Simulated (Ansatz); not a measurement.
`[F][Zr]([F])([SeH])[SeH]` and `[F][Hf]([F])([SeH])[SeH]` differ in one element.

Ansatz, PBE0-D4/def2-TZVP geometries, multiplicity 1. Each molecule was computed in one conformer, which needn't be the lowest.

Elements past krypton have def2 core potentials. Scalar relativity is left out up to krypton. Spin–orbit coupling is left out; it splits and shifts lone-pair levels of the heavy atoms by tenths of an eV.

```csv
property,`[F][Zr]([F])([SeH])[SeH]`
HOMO energy (B3LYP/def2-TZVPP) / eV,-7.30
LUMO energy (B3LYP/def2-TZVPP) / eV,-2.51
LUMO energy (PBE0/def2-TZVPP) / eV,-2.32
"ideal-gas entropy at 298 K and 1 bar (rigid rotor, harmonic PBE0-D4/def2-TZVP) / J/(mol·K)",428
HOMO energy (PBE/def2-TZVPP) / eV,-6.40
HOMO–LUMO gap (PBE0/def2-TZVPP) / eV,5.23
```

(1) Give the same properties after the change, and the shifts. (Best estimate.)

Results:

(1) Ansatz gave: 
```tsv
property	`[F][Hf]([F])([SeH])[SeH]`	shift
HOMO energy (B3LYP/def2-TZVPP) / eV	-7.28	0.02
LUMO energy (B3LYP/def2-TZVPP) / eV	-2.09	0.42
LUMO energy (PBE0/def2-TZVPP) / eV	-1.90	0.42
ideal-gas entropy at 298 K and 1 bar (rigid rotor, harmonic PBE0-D4/def2-TZVP) / J/(mol·K)	439	11
HOMO energy (PBE/def2-TZVPP) / eV	-6.38	0.02
HOMO–LUMO gap (PBE0/def2-TZVPP) / eV	5.62	0.39
```

Modes under 60 cm⁻¹, often nearly free rotors, make the harmonic entropy too high.

Positive LUMOs are unbound, so they and the gaps depend on the basis.

B3LYP here is the variant with VWN-RPA as its local correlation; programs differ in this.
